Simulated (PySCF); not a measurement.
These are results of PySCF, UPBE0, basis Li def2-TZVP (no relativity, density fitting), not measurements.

```xyz
4
charge 0 multiplicity 3, angstrom
Li    1.1755    0.8272    1.1756
Li    1.1756   -0.8269   -1.1757
Li   -1.1757    0.8273   -1.1754
Li   -1.1754   -0.8276    1.1754
```

Li₄ (triplet), along the line from Li1 (at 0) through Li2 (at 2.875 Å).

Question: Tabulate the fields along this line at -0.86, -0.57, -0.29, 0.14, 0.43, 0.72, 1.01, 1.29, 1.58, 1.87, 2.16, 2.44, 2.73, 3.16, 3.45, 3.74, 4.02, 4.31, 4.60 Å.

Answer: 
| distance (Å) | electron density (e/Å³) | spin density (e/Å³) | electron localisation function | electrostatic potential (V) |
| --- | --- | --- | --- | --- |
| -0.86 | 0.0301 | 0.00929 | 0.0112 | 8.5 |
| -0.57 | 0.275 | 0.00395 | 0.793 | 17 |
| -0.29 | 4.35 | 0.0117 | 1 | 55.1 |
| 0.14 | 19.1 | 0.0912 | 1 | 172 |
| 0.43 | 1.04 | 0.00154 | 0.957 | 26.7 |
| 0.72 | 0.112 | 0.00818 | 0.0248 | 10.3 |
| 1.01 | 0.0675 | 0.0132 | 0.214 | 4.7 |
| 1.29 | 0.0682 | 0.0146 | 0.887 | 2.56 |
| 1.58 | 0.0682 | 0.0146 | 0.887 | 2.56 |
| 1.87 | 0.0675 | 0.0132 | 0.214 | 4.7 |
| 2.16 | 0.112 | 0.00818 | 0.0248 | 10.3 |
| 2.44 | 1.04 | 0.00154 | 0.957 | 26.7 |
| 2.73 | 19.1 | 0.0912 | 1 | 172 |
| 3.16 | 4.35 | 0.0117 | 1 | 55.1 |
| 3.45 | 0.275 | 0.00395 | 0.793 | 17 |
| 3.74 | 0.0301 | 0.00929 | 0.0112 | 8.5 |
| 4.02 | 0.0132 | 0.00964 | 0.0411 | 4.81 |
| 4.31 | 0.00961 | 0.00772 | 0.443 | 2.86 |
| 4.60 | 0.00667 | 0.00553 | 0.624 | 1.76 |
